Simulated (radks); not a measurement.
Values are calculated unless marked as measured or tabulated.
Problem. Zr3+, 37 electrons, occupied as [Kr] 4d1. Code: a radial shooting solver on a logarithmic mesh with Libxc functionals. Model: Dirac Kohn-Sham, PBEsol, spin-unpolarised, spherical densities, finite nucleus; open shells are shared between the two j in proportion to 2j + 1; Fermi nuclear charge, rms radius 4.2694 fm. Some entries of the table are withheld. Estimate them.

orbital,occ.,eigenvalue (hartree),r(max) (bohr)
1s1/2,2,-655.3454,0.02415
2s1/2,2,-91.67681,0.1371
2p1/2,2,(1),(2)
2p3/2,4,(3),(4)
3s1/2,2,-15.86619,(5)
3p1/2,2,-13.01818,0.3963
3p3/2,4,-12.51589,0.4055
3d3/2,4,-7.49029,0.3456
3d5/2,6,-7.39846,0.3483
4s1/2,2,-2.99398,1.075
4p1/2,2,-2.21910,1.156
4p3/2,4,-2.15106,1.181
4d3/2,0.4,-1.03871,1.493
4d5/2,0.6,-1.03176,1.503
5s1/2,0,-0.88499,2.683
5p1/2,0,-0.69688,3.084
5p3/2,0,-0.68523,3.137

Solution. 
(1) 2p1/2 eigenvalue (hartree): -84.02488
(2) 2p1/2 r(max) (bohr): 0.1070
(3) 2p3/2 eigenvalue (hartree): -80.87295
(4) 2p3/2 r(max) (bohr): 0.1106
(5) 3s1/2 r(max) (bohr): 0.4086
